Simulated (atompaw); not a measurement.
**Reading a pseudo-wave (carbon)**

Columns: radius, all-electron u(r) and pseudo u(r) of the 2p shell (level -24.04 eV) of carbon in the configuration [He] 2s2 2p0.5; PBE, scalar-relativistic, PAW (atompaw) scheme, atompaw 4.2.0.5.

```
r (bohr)  all-electron  pseudo
   0.098        0.0572  0.0063
   0.196        0.1758  0.0249
   0.294        0.3094  0.0550
   0.392        0.4360  0.0954
   0.490        0.5458  0.1442
   0.588        0.6353  0.1995
   0.687        0.7057  0.2594
   0.785        0.7574  0.3203
   0.883        0.7917  0.3803
   0.981        0.8100  0.4369
   1.079        0.8146  0.4879
   1.177        0.8076  0.5315
   1.275        0.7911  0.5663
   1.373        0.7674  0.5912
   1.471        0.7380  0.6057
   1.569        0.7047  0.6100
   1.667        0.6687  0.6046
   1.765        0.6311  0.5906
   1.863        0.5929  0.5693
   1.962        0.5544  0.5421
   2.060        0.5169  0.5113
   2.158        0.4804  0.4784
   2.256        0.4453  0.4448
   2.354        0.4118  0.4117
   2.452        0.3799  0.3799
   2.550        0.3498  0.3498
```

Q: How many radial nodes do the two functions have?

A: The all-electron 2p function has n − l − 1 = 0; the pseudo-wave has 0.

Q: Where does each function peak?

A: Outermost all-electron maximum near 1.08 bohr, pseudo maximum near 1.57 bohr (to the table’s step).

Q: Is the pseudo-wave norm-conserving?

A: No, it belongs to a PAW set: the norm inside the radius is not constrained, and the difference is carried by the augmentation charge.
